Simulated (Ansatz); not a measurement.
This geometry of AlCl2H3O (7 atoms, charge 0, multiplicity 1) is a first-order saddle point.

Computed with RKS B3LYP-D4/6-31G* in Ansatz.

```xyz
7
Properties=species:S:1:pos:R:3
Al 0.065 -0.298 -0.110
H 0.027 -0.066 1.628
Cl 1.839 0.412 -0.971
Cl -1.801 0.139 -0.984
O 0.139 -1.996 0.602
H -0.617 -2.602 0.522
H 0.021 -1.116 1.498
```

(1) Which two structures does it join? (They come from a converged band through this point; their orientation in space is the band's.)

(2) How far does it lie above each of them?

Results:

(1) Bonds broken: Al1–H2, O5–H7. Bonds formed: H2–H7. AlCl2H3O becomes AlCl2HO + H2.

First end point:

```xyz
7
Properties=species:S:1:pos:R:3
Al 0.075 0.020 0.123
H 0.024 0.709 1.539
Cl 1.827 0.223 -1.059
Cl -1.761 -0.152 -0.979
O 0.106 -1.900 0.679
H -0.617 -2.390 0.243
H 0.018 -2.034 1.639
```

Last end point:

```xyz
7
Properties=species:S:1:pos:R:3
Al 0.047 -0.716 -0.487
H -0.005 0.293 2.079
Cl 1.814 0.342 -0.830
Cl -1.799 0.222 -0.837
O 0.152 -2.349 -0.038
H -0.642 -2.884 0.087
H 0.103 -0.433 2.210
```

(2) 92.1 kJ/mol above the first and 98.8 kJ/mol above the second. This is the barrier of this one path; another mechanism may lie lower. The orbitals stay closed-shell, which can raise the energy where a bond breaks towards radicals; this wasn't checked here.

The run took 4.2 min on 1 thread of Arm Neoverse V1, on a shared host, peak memory 0.16 GiB.
